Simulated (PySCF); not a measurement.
PySCF input for C3H7Si, SMILES C1C[SiH]C1 (connectivity only; charge and spin as stated), charge +1, multiplicity 1, HF/pcSseg-1. Geometry optimised at r2SCAN-D4/def2-SVP. The geometry has at least one imaginary mode, so it is a saddle point at that level. The spin state was assumed, not searched. The isomer is the one that the SMILES or the coordinates give; other isomers of the formula were not compared.

```python
import numpy as np
from pyscf import gto, scf, dft
from pyscf.prop.nmr import rhf as nmr

mol = gto.M(
    atom='''
    C     1.29942384    0.00440372   -0.00000000
    C     0.32168511   -0.00283130    1.23127122
    Si   -1.03863663    0.00075428    0.00000000
    C     0.32168509   -0.00283131   -1.23127122
    H     1.93565278    0.90082844   -0.00000001
    H     1.95121660   -0.88071687   -0.00000001
    H     0.38222177   -0.88974392    1.89004528
    H     0.38131940    0.87350673    1.90380924
    H    -2.52980310    0.00935615    0.00000002
    H     0.38131939    0.87350673   -1.90380925
    H     0.38222176   -0.88974391   -1.89004528
    ''',
    basis='pcSseg-1',
    charge=1,
    spin=0,
    max_memory=1600,
    verbose=3,
)
mf = scf.RHF(mol)
mf.conv_tol = 1e-10
mf.max_cycle = 100
mf.kernel()
n = nmr.NMR(mf)
n.verbose = 2
n.max_cycle_cphf = 60
sigma = n.kernel()
print('atom   isotropic/ppm   span/ppm')
for i, s in enumerate(sigma):
    w = np.linalg.eigvalsh((s + s.T) / 2)
    print(f'{mol.atom_symbol(i):2s}{i + 1:3d} {w.mean():14.3f} {w[2] - w[0]:11.3f}')
```

Output:

```
converged SCF energy = -406.263065281186
atom   isotropic/ppm   span/ppm
C   1        169.282      29.329
C   2        152.148      33.111
Si  3          7.199     494.633
C   4        152.148      33.111
H   5         28.164      11.058
H   6         28.158      11.134
H   7         28.476      10.869
H   8         28.479      10.919
H   9         23.281       6.923
H  10         28.479      10.919
H  11         28.476      10.869
```

The calculation finished and met its thresholds.

Cost: about 9 core-seconds (a rough figure).
